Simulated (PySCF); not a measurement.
diselenium (Se₂), SMILES [Se]=[Se] (connectivity only; charge and spin as stated), neutral, multiplicity 3. Geometry: PBE-D3(BJ)/def2-TZVP.

Computed with PBE-D3(BJ)/def2-TZVP (PySCF).

Harmonic wavenumbers (cm⁻¹): 378. Rotational constants (GHz): 2.656 (linear); symmetry number 2.

Question: Work out the zero-point energy and the ideal-gas rigid-rotor harmonic-oscillator thermochemistry at 298.15 K and 1 atm.

Answer: ZPE = ½ Σ hcν = ½ × 378 cm⁻¹ = 0.54 kcal/mol. H − E(el) = 2.82 kcal/mol. Entropy in cal/(mol K): translation 41.08, rotation 16.03, vibration 1.05, spin 2.18, total 60.34. G − E(el) = -15.17 kcal/mol. Cp = 8.47 cal/(mol K).
